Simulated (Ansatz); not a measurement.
**A relaxation, step by step**

BHBrClF₂, closed shell, PBE0-D4/def2-TZVP (Ansatz 0.2.0). Settings:

```yaml
hamiltonian: {xc: pbe0, dispersion: d4}
relax: {f_tol: 0.005, max_steps: 200}
```

Start, a step off a saddle point along its unstable mode:

```
6
angstrom
B -0.3556 -0.5059 -0.1192
Br -0.9703 1.1746 -0.9127
F -1.0274 -0.9782 0.9455
F 0.2170 -1.4101 -0.9333
H 0.7542 1.2360 0.2153
Cl 1.3820 0.4836 0.8043
```

```
               step  energy less the last (meV)  largest force component (eV/Å)
                  1                      1156.6                           5.154
                  3                       303.5                           1.043
                  5                        70.0                           0.861
                  7                        21.0                           0.276
                  9                         1.7                           0.210
                 11                         0.5                           0.132
13 (rejected trial)                         0.9                           0.102
                 15                         0.1                           0.019
                 17                         0.1                           0.007
19 (rejected trial)                         0.1                           0.012
                 21                         0.0                           0.002
                 23                         0.0                           0.006
                 25                         0.0                           0.007
                 27                         0.0                           0.011
                 29                         0.0                           0.007
                 31                         0.0                           0.004
```

Step 5, positions (Å) and forces (eV/Å):

```tsv
atom	x	y	z	Fx	Fy	Fz
B1	-0.647	-0.661	-0.299	0.215	0.086	0.269
Br2	-1.273	0.962	-1.097	-0.117	0.050	-0.173
F3	-1.069	-0.950	0.914	0.080	-0.270	-0.439
F4	0.154	-1.454	-0.972	-0.401	-0.006	0.235
H5	1.138	1.603	0.511	0.406	-0.721	0.307
Cl6	1.698	0.500	0.944	-0.183	0.861	-0.199
```

Step 11, positions (Å) and forces (eV/Å):

```json
{"atom": "B1", "x": "-0.750", "y": "-0.731", "z": "-0.341", "Fx": "-0.004", "Fy": "-0.125", "Fz": "0.132"}
{"atom": "Br2", "x": "-1.351", "y": "0.894", "z": "-1.140", "Fx": "-0.020", "Fy": "0.041", "Fz": "-0.014"}
{"atom": "F3", "x": "-1.173", "y": "-1.077", "z": "0.850", "Fx": "0.021", "Fy": "0.063", "Fz": "-0.103"}
{"atom": "F4", "x": "0.035", "y": "-1.540", "z": "-1.004", "Fx": "0.001", "Fy": "0.022", "Fz": "-0.016"}
{"atom": "H5", "x": "1.391", "y": "1.790", "z": "0.614", "Fx": "0.015", "Fy": "-0.036", "Fz": "0.012"}
{"atom": "Cl6", "x": "1.847", "y": "0.664", "z": "1.021", "Fx": "-0.013", "Fy": "0.035", "Fz": "-0.011"}
```

Step 21, positions (Å) and forces (eV/Å):

```
atom       x       y       z     Fx      Fy      Fz
  B1  -0.750  -0.732  -0.339  0.001   0.000   0.000
 Br2  -1.361   0.893  -1.138  0.000  -0.001   0.000
  F3  -1.175  -1.078   0.848  0.000   0.000  -0.001
  F4   0.043  -1.532  -1.005  0.000   0.001   0.000
  H5   1.402   1.785   0.600  0.000   0.002  -0.001
 Cl6   1.842   0.664   1.034  0.000  -0.002   0.001
```

Last step (31):

B1  (-0.750, -0.732, -0.338)
Br2  (-1.368, 0.897, -1.125)
F3  (-1.181, -1.092, 0.843)
F4  (0.053, -1.519, -1.005)
H5  (1.421, 1.777, 0.564)
Cl6  (1.824, 0.669, 1.061)
(Å)

Hardware: 4 CPU threads of an Intel Xeon, shared host. Wall time about 3.3 min.
